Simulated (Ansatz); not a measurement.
`[BH2][GeH]1[CH2][O]1` and `[Cl][GeH]1[CH2][O]1` differ in one atom or group.

Ansatz, PBE0-D4/def2-TZVP geometries, multiplicity 1. 

Scalar relativity is left out up to krypton.

| property | `[BH2][GeH]1[CH2][O]1` |
| --- | --- |
| LUMO energy (ωB97M-V/def2-TZVPP) / eV | -0.90 |
| HOMO energy (ωB97M-V/def2-TZVPP) / eV | -9.00 |
| size of the dipole moment (PBE/def2-TZVPP) / D | 1.58 |
| zero-point energy (PBE0-D4/def2-TZVP) / kJ/mol | 152.2 |
| HOMO–LUMO gap (PBE/def2-TZVPP) / eV | 2.48 |
| HOMO–LUMO gap (PBE0/def2-TZVPP) / eV | 4.22 |

**Question.** Give the same properties after the change, and the shifts. (An estimate is asked.)

**Answer.** Ansatz gave: 
```tsv
property	`[Cl][GeH]1[CH2][O]1`	shift
LUMO energy (ωB97M-V/def2-TZVPP) / eV	0.80	1.70
HOMO energy (ωB97M-V/def2-TZVPP) / eV	-9.65	-0.65
size of the dipole moment (PBE/def2-TZVPP) / D	2.18	0.60
zero-point energy (PBE0-D4/def2-TZVP) / kJ/mol	103.0	-49.2
HOMO–LUMO gap (PBE/def2-TZVPP) / eV	4.28	1.80
HOMO–LUMO gap (PBE0/def2-TZVPP) / eV	6.36	2.14
```

With PBE0 the HOMO falls by 0.49 eV and the LUMO rises by 1.65 eV, so the gap widens by about 2.14 eV. PBE moves the HOMO by -0.21 eV and ωB97M-V by -0.65 eV. The zero-point energy changes by -49.2 kJ/mol with -6 modes. Dipoles are sizes alone; their direction can turn.
